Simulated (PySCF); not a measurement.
Predicted microwave data (PBE0-D3(BJ)/def2-SVP geometry optimisation, gas phase (PySCF 2.14.0)) for one isomer of C6H5N3:

| Property | Result |
| --- | --- |
| Rotational constants | A = 6233, B = 861.4, C = 760.5 MHz |
| Dipole components | \|μa\| = 2.04 D, \|μb\| = 0.02 D, \|μc\| = 0.00 D |
| Inertial defect | -3.19 u·Å² |
| κ | -0.96 |

Question: Which structure is it? (One computed conformer of each.)
A. `CC#Cc1ncncn1`
B. `c1ccc2[nH]nnc2c1`
C. `[CH2:1]=[C:2]=[CH:3][c:4]1[n:5][cH:6][n:7][cH:8][n:9]1` with C2–C3–C4–N5 0°

Answer: A. It is CC#Cc1ncncn1, a near-prolate asymmetric top. The candidates at the same level (rigid rotor, commonest isotopes):

```json
{"SMILES": "CC#Cc1ncncn1", "A (MHz)": "6233", "B (MHz)": "861.4", "C (MHz)": "760.5", "μa (D)": "2.04", "μb (D)": "0.02", "μc (D)": "0.00", "Δ (u·Å²)": "-3.19", "point group": "near Cs", "rotor": "near-prolate asymmetric top"}
{"SMILES": "c1ccc2[nH]nnc2c1", "A (MHz)": "4032", "B (MHz)": "1683", "C (MHz)": "1188", "μa (D)": "2.32", "μb (D)": "3.27", "μc (D)": "0.00", "Δ (u·Å²)": "0.00", "point group": "Cs", "rotor": "asymmetric top"}
{"SMILES": "C=C=Cc1ncncn1", "A (MHz)": "5094", "B (MHz)": "1058", "C (MHz)": "881.5", "μa (D)": "1.56", "μb (D)": "0.17", "μc (D)": "0.00", "Δ (u·Å²)": "-3.55", "point group": "Cs", "rotor": "near-prolate asymmetric top"}
```

`c1ccc2[nH]nnc2c1` has B 95 % too high; `C=C=Cc1ncncn1` has B 23 % too high. No structure here is proved a minimum.
